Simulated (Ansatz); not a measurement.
Ansatz (a first-principles code) input (HF/6-31G*):

Ansatz 0.2 input:
```yaml
crystal:
  periodic: [false, false, false]
  atoms:
    - {symbol: Si, position_ang: [0.00000000, 0.00000000, 1.74296265]}
    - {symbol: C, position_ang: [0.00000000, 0.00000000, 0.00000000]}
    - {symbol: Si, position_ang: [-0.00000000, -0.00000000, -1.74296265]}
basis:
  gaussian:
    orbitals: 6-31G*
hamiltonian:
  xc: {name: HF}
total_charge: 1
magnetization: {spin_polarized: true, initial_magnetization: 1}
phonons: {temperatures: {t_min: 298.15, t_max: 298.15, t_step: 100}}
```

Output:

```
Functional definition: HF
integrals: 0.01 GiB planned
507 factors; integrals over basis functions are off by at most 3.0e-4 eV
mean field: 0.11 GiB planned
mean field evaluation 1: about -16733.1113 eV, gradient 3.9e1 eV
mean field evaluation 2: about -16733.1228 eV, gradient 3.9e1 eV
mean field evaluation 4: about -16741.7960 eV, gradient 3.2e0 eV
mean field evaluation 8: about -16741.9215 eV, gradient 8.4e-3 eV
mean field evaluation 16: about -16741.9245 eV, gradient 5.5e-1 eV
mean field evaluation 32: about -16743.5299 eV, gradient 1.3e-5 eV
mean field evaluation 64: about -16743.5290 eV, gradient 6.0e-2 eV
mean field evaluation 96: about -16742.8977 eV, gradient 3.1e0 eV
mean field evaluation 128: about -16740.0338 eV, gradient 1.7e0 eV
mean field evaluation 160: about -16741.9205 eV, gradient 9.4e-2 eV
mean field -16743.52994141 eV, -615.3133761745 hartree, gradient 4.0e-7 eV, S^2 0.761658; 6 other end points of the search recorded, 0 dependent functions left out
the calculation of the forces begins
reference -16743.52994141 eV, -615.3133761745 hartree; 17, 16 occupied and 36, 37 virtual orbitals, 507 factors
these checks for a lower state are left out or cut short: stability, starts, cluster_reference, orbital_swaps, neighbouring_geometries, increment
integrals: 0.01 GiB planned
507 factors; integrals over basis functions are off by at most 3.0e-4 eV
mean field: 0.11 GiB planned
mean field -16743.52994061 eV, -615.3133761451 hartree, gradient 1.4e-6 eV, S^2 0.761660; 0 other end points of the search recorded, 0 dependent functions left out
the calculation of the forces begins
reference -16743.52994061 eV, -615.3133761451 hartree; 17, 16 occupied and 36, 37 virtual orbitals, 507 factors
these checks for a lower state are left out or cut short: stability, starts, cluster_reference, orbital_swaps, neighbouring_geometries, increment
integrals: 0.01 GiB planned
507 factors; integrals over basis functions are off by at most 3.0e-4 eV
mean field: 0.11 GiB planned
mean field evaluation 192: about -16743.5299 eV, gradient 3.8e-2 eV
mean field -16743.52994061 eV, -615.3133761451 hartree, gradient 1.4e-6 eV, S^2 0.761660; 0 other end points of the search recorded, 0 dependent functions left out
the calculation of the forces begins
reference -16743.52994061 eV, -615.3133761451 hartree; 17, 16 occupied and 36, 37 virtual orbitals, 507 factors
these checks for a lower state are left out or cut short: stability, starts, cluster_reference, orbital_swaps, neighbouring_geometries, increment
integrals: 0.01 GiB planned
507 factors; integrals over basis functions are off by at most 3.0e-4 eV
mean field: 0.11 GiB planned
mean field -16743.52994032 eV, -615.3133761346 hartree, gradient 1.1e-6 eV, S^2 0.761658; 0 other end points of the search recorded, 0 dependent functions left out
the calculation of the forces begins
reference -16743.52994032 eV, -615.3133761346 hartree; 17, 16 occupied and 36, 37 virtual orbitals, 507 factors
these checks for a lower state are left out or cut short: stability, starts, cluster_reference, orbital_swaps, neighbouring_geometries, increment
integrals: 0.01 GiB planned
507 factors; integrals over basis functions are off by at most 3.0e-4 eV
mean field: 0.11 GiB planned
mean field -16743.52994032 eV, -615.3133761346 hartree, gradient 1.1e-6 eV, S^2 0.761658; 0 other end points of the search recorded, 0 dependent functions left out
the calculation of the forces begins
reference -16743.52994032 eV, -615.3133761346 hartree; 17, 16 occupied and 36, 37 virtual orbitals, 507 factors
these checks for a lower state are left out or cut short: stability, starts, cluster_reference, orbital_swaps, neighbouring_geometries, increment
integrals: 0.01 GiB planned
507 factors; integrals over basis functions are off by at most 3.0e-4 eV
mean field: 0.11 GiB planned
mean field -16743.52983649 eV, -615.3133723189 hartree, gradient 1.7e-6 eV, S^2 0.761750; 0 other end points of the search recorded, 0 dependent functions left out
the calculation of the forces begins
reference -16743.52983649 eV, -615.3133723189 hartree; 17, 16 occupied and 36, 37 virtual orbitals, 507 factors
these checks for a lower state are left out or cut short: stability, starts, cluster_reference, orbital_swaps, neighbouring_geometries, increment
integrals: 0.01 GiB planned
507 factors; integrals over basis functions are off by at most 3.0e-4 eV
mean field: 0.11 GiB planned
mean field evaluation 224: about -16743.5298 eV, gradient 4.7e-5 eV
mean field -16743.52984830 eV, -615.3133727529 hartree, gradient 1.7e-6 eV, S^2 0.761569; 0 other end points of the search recorded, 0 dependent functions left out
the calculation of the forces begins
reference -16743.52984830 eV, -615.3133727529 hartree; 17, 16 occupied and 36, 37 virtual orbitals, 507 factors
these checks for a lower state are left out or cut short: stability, starts, cluster_reference, orbital_swaps, neighbouring_geometries, increment
integrals: 0.01 GiB planned
507 factors; integrals over basis functions are off by at most 3.0e-4 eV
mean field: 0.11 GiB planned
mean field -16743.52993821 eV, -615.3133760571 hartree, gradient 2.0e-6 eV, S^2 0.761666; 0 other end points of the search recorded, 0 dependent functions left out
the calculation of the forces begins
reference -16743.52993821 eV, -615.3133760571 hartree; 17, 16 occupied and 36, 37 virtual orbitals, 507 factors
these checks for a lower state are left out or cut short: stability, starts, cluster_reference, orbital_swaps, neighbouring_geometries, increment
integrals: 0.01 GiB planned
507 factors; integrals over basis functions are off by at most 3.0e-4 eV
mean field: 0.11 GiB planned
mean field -16743.52993821 eV, -615.3133760571 hartree, gradient 2.0e-6 eV, S^2 0.761666; 0 other end points of the search recorded, 0 dependent functions left out
the calculation of the forces begins
reference -16743.52993821 eV, -615.3133760571 hartree; 17, 16 occupied and 36, 37 virtual orbitals, 507 factors
these checks for a lower state are left out or cut short: stability, starts, cluster_reference, orbital_swaps, neighbouring_geometries, increment
integrals: 0.01 GiB planned
507 factors; integrals over basis functions are off by at most 3.0e-4 eV
mean field: 0.11 GiB planned
mean field -16743.52993707 eV, -615.3133760152 hartree, gradient 2.2e-6 eV, S^2 0.761658; 0 other end points of the search recorded, 0 dependent functions left out
the calculation of the forces begins
reference -16743.52993707 eV, -615.3133760152 hartree; 17, 16 occupied and 36, 37 virtual orbitals, 507 factors
these checks for a lower state are left out or cut short: stability, starts, cluster_reference, orbital_swaps, neighbouring_geometries, increment
integrals: 0.01 GiB planned
507 factors; integrals over basis functions are off by at most 3.0e-4 eV
mean field: 0.11 GiB planned
mean field evaluation 256: about -16743.5299 eV, gradient 5.2e-5 eV
mean field -16743.52993707 eV, -615.3133760152 hartree, gradient 2.2e-6 eV, S^2 0.761658; 0 other end points of the search recorded, 0 dependent functions left out
the calculation of the forces begins
reference -16743.52993707 eV, -615.3133760152 hartree; 17, 16 occupied and 36, 37 virtual orbitals, 507 factors
these checks for a lower state are left out or cut short: stability, starts, cluster_reference, orbital_swaps, neighbouring_geometries, increment
integrals: 0.01 GiB planned
507 factors; integrals over basis functions are off by at most 3.0e-4 eV
mean field: 0.11 GiB planned
mean field -16743.52975590 eV, -615.3133693573 hartree, gradient 1.8e-6 eV, S^2 0.761659; 0 other end points of the search recorded, 0 dependent functions left out
the calculation of the forces begins
reference -16743.52975590 eV, -615.3133693573 hartree; 17, 16 occupied and 36, 37 virtual orbitals, 507 factors
these checks for a lower state are left out or cut short: stability, starts, cluster_reference, orbital_swaps, neighbouring_geometries, increment
integrals: 0.01 GiB planned
507 factors; integrals over basis functions are off by at most 3.0e-4 eV
mean field: 0.11 GiB planned
mean field -16743.52975590 eV, -615.3133693573 hartree, gradient 1.8e-6 eV, S^2 0.761659; 0 other end points of the search recorded, 0 dependent functions left out
the calculation of the forces begins
reference -16743.52975590 eV, -615.3133693573 hartree; 17, 16 occupied and 36, 37 virtual orbitals, 507 factors
Total energy: -16743.52994141 eV, -615.3133761745 hartree
Atom 0 at     0.000000     0.000000     1.742963 Å, force    -0.000000     0.000000    -0.002515 eV/Å
Atom 1 at     0.000000     0.000000     0.000000 Å, force     0.000000    -0.000000     0.000000 eV/Å
Atom 2 at    -0.000000    -0.000000    -1.742963 Å, force    -0.000000     0.000000     0.002515 eV/Å
Dipole moment:     0.000000    -0.000000     0.000000 e Å
Vibrations: 167.64 195.25 571.12 1277.25 cm⁻¹, zero-point energy 0.137081 eV
```

The blocks after the first are displaced geometries, from whose forces the wavenumbers follow.

The dipole moment of an ion depends on the origin.
